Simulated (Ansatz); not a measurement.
Geometry optimisation, RKS PBE-D4/def2-SVP in Ansatz 0.2.0.

Input:

```yaml
crystal:
  periodic: [false, false, false]
  atoms:
    - { symbol: "N", position_ang: [-1.0138, 0.6797, -0.5455] }
    - { symbol: B, position_ang: [0.2992, 0.0791, -0.3602] }
    - { symbol: C, position_ang: [0.4602, -1.036, 0.7] }
    - { symbol: O, position_ang: [1.6582, -1.5505, 0.8607] }
    - { symbol: H, position_ang: [-0.9579, 1.4381, -1.3242] }
    - { symbol: H, position_ang: [-1.2905, 1.2518, 0.3234] }
    - { symbol: H, position_ang: [1.2438, 0.4138, -1.0298] }
    - { symbol: H, position_ang: [-0.307, -1.3332, 1.3199] }
basis:
  gaussian: { orbitals: def2-SVP }
hamiltonian:
  xc: pbe
  dispersion: d4
relax:
  f_tol: 0.015
  max_steps: 40
```

Run as:

```bash
$ ansatz run input.yaml --threads 1 --pin off --max-ram 2048MiB --backend cpu --events-out ev --progress --plain --runs-dir out
```

**Question.** Where does it end, and by what steps?

**Answer.** The forces met the threshold. The force dipped under the threshold on the way, but the program's further checks kept it going. After 11 steps the energy has fallen by 1.237 eV; H6 moved furthest, 0.59 Å.

```json
{"step": "0", "energy less start (eV)": "0.0000", "largest force component (eV/Å)": "7.177", "accepted": "yes"}
{"step": "1", "energy less start (eV)": "-0.5812", "largest force component (eV/Å)": "2.858", "accepted": "yes"}
{"step": "2", "energy less start (eV)": "-0.8741", "largest force component (eV/Å)": "2.148", "accepted": "yes"}
{"step": "3", "energy less start (eV)": "-1.1065", "largest force component (eV/Å)": "1.463", "accepted": "yes"}
{"step": "4", "energy less start (eV)": "-1.1966", "largest force component (eV/Å)": "0.571", "accepted": "yes"}
{"step": "5", "energy less start (eV)": "-1.2341", "largest force component (eV/Å)": "0.176", "accepted": "yes"}
{"step": "6", "energy less start (eV)": "-1.2302", "largest force component (eV/Å)": "0.210", "accepted": "no"}
{"step": "7", "energy less start (eV)": "-1.2367", "largest force component (eV/Å)": "0.028", "accepted": "yes"}
{"step": "8", "energy less start (eV)": "-1.2373", "largest force component (eV/Å)": "0.015", "accepted": "yes"}
{"step": "9", "energy less start (eV)": "-1.2374", "largest force component (eV/Å)": "0.011", "accepted": "yes"}
{"step": "10", "energy less start (eV)": "-1.2374", "largest force component (eV/Å)": "0.035", "accepted": "yes"}
{"step": "11", "energy less start (eV)": "-1.2374", "largest force component (eV/Å)": "0.010", "accepted": "yes"}
```

```xyz
8
Properties=species:S:1:pos:R:3
N -0.781 0.871 -0.467
B 0.402 0.135 -0.436
C 0.546 -0.965 0.723
O 1.518 -1.688 0.882
H -0.988 1.595 -1.156
H -1.534 0.729 0.213
H 1.274 0.330 -1.258
H -0.346 -1.063 1.443
```

Whether the end is a true minimum wasn't checked by a vibrational analysis.

Time of the run: 23 s on 1 thread of Arm Neoverse V2, with other jobs on the host, peak memory 0.14 GiB.
